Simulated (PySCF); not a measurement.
# What a mistake does to a calculation on B3H6Si cation

All numbers below are calculated, not measured. The program is PySCF 2.14.0, an open-source quantum chemistry code, run on an isolated molecule that a program drew, which may never have been made. The molecule is B3H6Si cation (charge +1, singlet), drawn as the SMILES string `BB(B)[SiH2+]`.

Each row is a Hartree-Fock (HF) and frozen-core CCSD(T) single point in the cc-pV(D+d)Z basis, meant for a local HF minimum. Run 1 is clean. Each other run has one planted mistake out of seven kinds, and not every kind appears here: one electron removed, one electron added, multiplicity raised by two, geometry at a saddle point, minimal basis STO-3G, one bond length entered in bohr, all coordinates scaled. The reference is restricted for singlets and unrestricted otherwise, and also for a bond in bohr. Adding or removing an electron swaps singlet and doublet. Electrons count all cores. HOMO and LUMO are orbital energies over both spins, the gradient is its largest component, and the lowest frequency (negative if imaginary) is given only where the gradient is small. Bond lengths are over the 9 bonds as drawn. T1 is the CCSD diagnostic: over 0.02 (restricted) or 0.045 (unrestricted) a single reference is doubtful.

Geometry of the clean run:
```xyz
10
B3H6Si cation, angstrom
B    -2.0054   -0.3744   -0.0383
B    -0.3387   -0.2019   -0.2633
B     0.3113    1.3587   -0.2507
Si    0.8110   -1.7737   -0.5304
H    -2.4358   -0.4940    1.0694
H    -2.7280   -0.3586   -0.9892
H     0.3830    1.9702   -1.2742
H     0.6746    1.8314    0.7842
H     1.4443   -2.4826    0.5865
H     1.0965   -2.3214   -1.8606
```

| run | electrons | basis functions | <S^2> | HOMO (eV) | LUMO (eV) | gradient (hartree/bohr) | lowest frequency (cm^-1) | mean bond (Å) | longest bond (Å) | T1 | HF (hartree) | CCSD(T) (hartree) | mistake |
|---|---|---|---|---|---|---|---|---|---|---|---|---|---|
| 1 | 34 | 95 | 0.000 | -16.26 | -5.53 | 2.9e-05 | 157 | 1.4508 | 1.966 | 0.0210 | -366.12381 | -366.51414 | no fault |
| 2 | 34 | 95 | 0.000 | -16.71 | -5.45 | 3.0e-02 | - | 1.3827 | 1.873 | 0.0208 | -366.10612 | -366.49512 | all coordinates scaled |
| 3 | 33 | 95 | 0.781 | -22.81 | -13.65 | 6.1e-02 | - | 1.4508 | 1.966 | 0.0225 | -365.57685 | -365.94103 | one electron removed |
| 4 | 34 | 95 | 0.874 | -16.00 | -5.84 | 9.3e-03 | - | 1.5958 | 2.772 | 0.0435 | -366.01529 | -366.39288 | ? |

**Which mistake was planted in run 4, and what did it cost?**

The mean bond changes by a factor of 1.100 and the longest by 1.410, so the molecule wasn't scaled as a whole. A length L in bohr read as angstrom grows by (1/0.5292 - 1) L = 0.890 L. The 9 bonds together grew by 9 x 0.1450 = 1.305 Å, which gives L = 1.467 Å. That is the length of one of the H-Si bonds, 1.467 Å in the clean geometry. So the mistake is: one bond length entered in bohr. Subtracting run 1 and multiplying by 627.51 kcal/mol a hartree, the energy moved by 68.1 kcal/mol in HF and 76.1 kcal/mol in CCSD(T).

Cautions from the logs. Run 1: T1 is over the limit, so its CCSD(T) energy is less reliable; run 2: T1 is over the limit, so its CCSD(T) energy is less reliable.
